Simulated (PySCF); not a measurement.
## Mo⁴⁰⁺ (molybdenum, charge +40) across methods

1s2, closed-shell 1S. All numbers are calculated (PySCF 2.14, scalar relativity by spin-free X2C-1e, in an even-tempered Gaussian basis (17 s from 69 bohr⁻², ratio 2.2; 7 p from 100 bohr⁻², ratio 2.4; 4 d from 310 bohr⁻², ratio 2.4; 3 f from 470 bohr⁻², ratio 2.4; 3 g from 700 bohr⁻², ratio 2.4)).

```
method  E (hartree)  mean ε 1s (eV)  Σ⟨r²⟩ (bohr²)   ⟨S²⟩
revPBE     -1779.95        -23568.7       0.003211  0.000
   PBE     -1779.55        -23565.9       0.003212  0.000
 TPSSh     -1779.99        -23613.0       0.003209  0.000
   UHF  -1779.86096        -23842.8       0.003206  0.000
  PBE0     -1779.64        -23635.3       0.003211  0.000
r2SCAN     -1780.00        -23598.3       0.003208  0.000
   LDA     -1776.33        -23529.8       0.003218  0.000
```
